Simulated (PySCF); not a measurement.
ZrO2, SMILES [O]=[Zr]=[O], multiplicity 1. Geometry optimised at B3LYP-D3(BJ)/def2-TZVP. The spin state was assumed, not searched. The isomer is the one that the SMILES or the coordinates give; other isomers of the formula were not compared. The def2 effective core potentials stand for the cores of Zr; spin–orbit coupling is left out.

Method: B3LYP-D3(BJ)/def2-TZVP (PySCF 2.14.0).

Harmonic wavenumbers (cm⁻¹): 303, 866, 936. Rotational constants (GHz): 19.66, 7.633, 5.498; symmetry number 2.

Problem. Work out the zero-point energy and the ideal-gas rigid-rotor harmonic-oscillator thermochemistry at 298.15 K and 1 atm.

Solution. ZPE = ½ Σ hcν = ½ × 2105 cm⁻¹ = 12.59 kJ/mol. H − E(el) = 23.88 kJ/mol. Entropy in J/(mol K): translation 168.78, rotation 92.48, vibration 7.03, total 268.29. G − E(el) = -56.11 kJ/mol. Cp = 44.42 J/(mol K).
